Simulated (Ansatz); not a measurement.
Species: C3H5N, SMILES `C#CNC` (charge 0, multiplicity 1).

Give a relaxed geometry from B3LYP-D3(BJ)/def2-TZVP (Ansatz, a quantum-chemistry and plane-wave program).

the end point of this relaxation (outside a Z-matrix the atoms follow the SMILES, hydrogens last).
Cartesian coordinates (Å) in one orientation:
```xyz
9

C      2.125     0.470    -0.124
C      0.996     0.484     0.292
N     -0.252     0.451     0.781
C     -1.154    -0.598     0.308
H      3.126     0.464    -0.475
H     -0.684     1.357     0.885
H     -0.694    -1.568     0.490
H     -2.083    -0.544     0.875
H     -1.380    -0.515    -0.761
```
